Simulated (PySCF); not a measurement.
Electron correlation in Bi(2+) (bismuth, charge +2)

[Xe] 4f14 5d10 6s2 6p1, 2P determinant. All numbers are calculated (PySCF 2.14, a scalar-relativistic core potential, in def2-TZVPPD with the def2 core potential (60 electrons) (7s5p4d2f, 56 functions)). Frozen: nothing; 21 electrons correlated.

```
  level  correlation energy (mhartree)
   CCSD                        -381.86
    (T)                          -6.76
CCSD(T)                        -388.62
```

Diagnostics: T1 = 0.0073, D1 = 0.0297, largest double amplitude 0.056.

**Question.** Is a single reference adequate?

**Answer.** Yes, within this model without spin-orbit coupling: T1 lies below 0.03 and no double amplitude reaches 0.07.

The basis has no tight functions for the innermost shells, so their pair energies are far from complete.

This basis was not built for core-valence correlation, so the inner-shell part is incomplete.
